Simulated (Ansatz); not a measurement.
Reaction (formal exchange of groups at a B–C bond): `C=CBCl` + `CBF` → `CB(F)BCl` + `C=C`

Isolated molecules relaxed with PBE0-D4/def2-TZVP in Ansatz; ΔE leaves out vibrations. CCSD(T)/CBS is the MP2 limit (def2-TZVPP, def2-QZVPP) plus CCSD(T) − MP2 in def2-TZVPP, frozen cores. This one scheme is used for every species. DFT in def2-TZVPP. B3LYP here is the variant with VWN-RPA as its local correlation; programs differ in this. One conformer a species, not always the lowest.

`C=CBCl`:

Z-matrix (Å, degrees):
```
C
C 1 1.337
H 1 1.086 2 120.8
H 1 1.086 2 122.7 3 180.0
B 2 1.531 1 119.9 3 0.0
H 2 1.088 1 118.9 3 180.0
Cl 5 1.750 2 121.0 1 180.0
H 5 1.194 2 121.9 1 -0.0
```

`CBF`:

```xyz
7

C    -0.180    0.345   -0.567
B     0.218   -0.435    0.715
F     1.494   -0.663    0.997
H     0.668    0.660   -1.176
H    -0.770    1.227   -0.293
H    -0.851   -0.269   -1.179
H    -0.580   -0.865    1.504
```

`CB(F)BCl`:

```xyz
9

C    -0.630    0.566   -0.995
B     0.051   -0.580   -0.184
F     0.282   -1.742   -0.803
B     0.559   -0.427    1.430
Cl    2.115    0.301    1.754
H    -1.336    1.149   -0.397
H     0.156    1.271   -1.299
H    -1.126    0.210   -1.901
H    -0.070   -0.748    2.395
```

`C=C`:

```xyz
6

C    -0.451   -0.380   -0.299
C     0.451    0.380    0.299
H    -1.405    0.019   -0.627
H    -0.274   -1.434   -0.487
H     1.405   -0.019    0.627
H     0.274    1.434    0.487
```

Is it downhill or uphill in electronic energy at CCSD(T)/CBS, and by how much? (An estimate is asked.)

The calculation gave: Uphill: ΔE = +0.59 eV.

What do these levels give: r2SCAN-D4, r2SCANh-D4, r2SCAN0-D4, BHLYP-D4, PBE0, B3LYP, r2SCANh, LC-ωPBE, MP2/def2-SVP, SCS-MP2/def2-QZVPP, HF/CBS(def2), CCSD/CBS(def2)? (Best estimate.)

Computed: r2SCAN-D4 0.62, r2SCANh-D4 0.62, r2SCAN0-D4 0.63, BHLYP-D4 0.63, PBE0 0.59, B3LYP 0.61, r2SCANh 0.63, LC-ωPBE 0.55, MP2/def2-SVP 0.71, SCS-MP2/def2-QZVPP 0.65, HF/CBS(def2) 0.65, CCSD/CBS(def2) 0.58 eV.

Largest T1 diagnostic among the species: 0.013.

Leaving LDA and LC-ωPBE aside and taking each functional with its dispersion term where it has one, the values, not all of them listed here, spread over 0.07 eV, from revPBE-D4 to B2PLYP. LDA lies +0.04 eV from PBE without D4. From BLYP to BHLYP (50 % exact exchange), in def2-TZVPP and without D4, ΔE moves by +0.04 eV.
